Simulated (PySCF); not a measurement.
A GIAO shielding run with PySCF 2.14 (density fitting, non-relativistic, gas phase) on SMILES C[Si@@H](O)[SiH2][SiH3], CH10OSi3:

```
{"job": {"kind": "nmr", "xc": "PBE0", "basis": "STO-3G", "pop": true}, "charge": 0, "multiplicity": 1}
C     -2.093314    -0.654306     0.827900
Si    -1.135675     0.219121    -0.529023
O     -0.635926     1.750195    -0.051632
Si     0.912164    -0.850036    -0.936272
Si     2.496036     0.418576     0.240132
H     -3.013976    -0.108364     1.090098
H     -2.383101    -1.665721     0.500419
H     -1.480118    -0.752262     1.737199
H     -2.008269     0.320845    -1.745748
H     -1.319097     2.402613     0.129011
H      1.253718    -0.909419    -2.393113
H      0.882813    -2.254020    -0.411506
H      2.075007     0.522286     1.671258
H      3.849935    -0.219194     0.196988
H      2.595377     1.787789    -0.346383
```

Hardware: 1 thread of an x86-64 server CPU, shared host. The job also computes population analyses, field gradients.

Task: How large is the calculation?

Result: 66 electrons, 47 basis functions and 716 auxiliary functions.

Task: How long does it take?

Result: 2.9 s of wall time, with 11 SCF cycles and 4 response iterations. Times on a shared host scatter by some tens of per cent.

Task: And these other runs on the same molecule and hardware: GIAO shielding at B97-2/pcSseg-1; GIAO shielding at BHandHLYP/pcSseg-1; GIAO shielding at CAM-B3LYP/pcSseg-1; GIAO shielding at LC-wPBE/pcSseg-1; GIAO shielding at PBE0/6-311+G(2d,p); GIAO shielding at PBE0/6-31G?

Result: B97-2/pcSseg-1: 156 functions, 10 s; BHandHLYP/pcSseg-1: 156 functions, 10 s; CAM-B3LYP/pcSseg-1: 156 functions, 15 s; LC-wPBE/pcSseg-1: 156 functions, 19 s; PBE0/6-311+G(2d,p): 219 functions, 20 s; PBE0/6-31G: 77 functions, 5.5 s.
